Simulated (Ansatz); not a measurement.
Compare A (`FCO[SiH2]F`) with its isomer B (`FC(F)O[SiH3]`).

Computed with Ansatz on PBE0-D4/def2-TZVP structures; ΔE is electronic, products minus reactants. CBS: MP2 limit from def2 TZ/QZ plus the TZ coupled-cluster correction, frozen cores. DFT in def2-TZVPP. Each species was taken in one conformer, which may not be the lowest.

A:

Z-matrix (Å, degrees):
```
C
O 1 1.376
F 1 1.375 2 110.5
H 1 1.095 2 111.4 3 119.0
H 1 1.092 2 108.4 3 -118.0
Si 2 1.639 1 127.4 3 -54.4
F 6 1.596 2 109.3 1 -54.9
H 6 1.476 2 112.3 1 63.8
H 6 1.474 2 105.3 1 -171.9
```

B:

Z-matrix (Å, degrees):
```
C
F 1 1.359
O 1 1.341 2 111.1
F 1 1.354 2 106.1 3 120.7
H 1 1.092 2 108.8 3 -122.5
Si 3 1.675 1 126.1 2 43.8
H 6 1.481 3 110.7 1 44.9
H 6 1.481 3 110.0 1 -77.2
H 6 1.478 3 104.0 1 164.4
```

(1) Which is lower in electronic energy at CCSD(T)/CBS, and by how much? (Best estimate.)

(2) Give E(B) − E(A) in kJ/mol with LDA (SPW92), CCSD(T)/def2-SVP, MP2/def2-TZVPP, PBE-D4, ωB97M-V, BLYP-D4, PBE0-D4. (An estimate is asked.)

(3) Does the order hold for the free energy at 298.15 K (harmonic terms from PBE0-D4)? (Best estimate.)

Largest T1 diagnostic: 0.012.

## Answers

(1) Ansatz gave: A, by 175.5 kJ/mol.

(2) Ansatz gave: LDA (SPW92) 147.3, CCSD(T)/def2-SVP 134.6, MP2/def2-TZVPP 176.7, PBE-D4 155.6, ωB97M-V 164.7, BLYP-D4 165.9, PBE0-D4 159.3. None reverses the order clearly.

(3) Ansatz gave: Yes: G(B) − G(A) = +168.1 kJ/mol, for one conformer each. Modes under 60 cm⁻¹, often nearly free rotors, make the harmonic entropy too high.

From BLYP to BHLYP (50 % exact exchange), in def2-TZVPP and without D4, E(B) − E(A) moves by +5.4 kJ/mol. At CCSD(T), def2-SVP lies −40.8 kJ/mol from the extrapolated value and def2-TZVPP −7.0 kJ/mol.
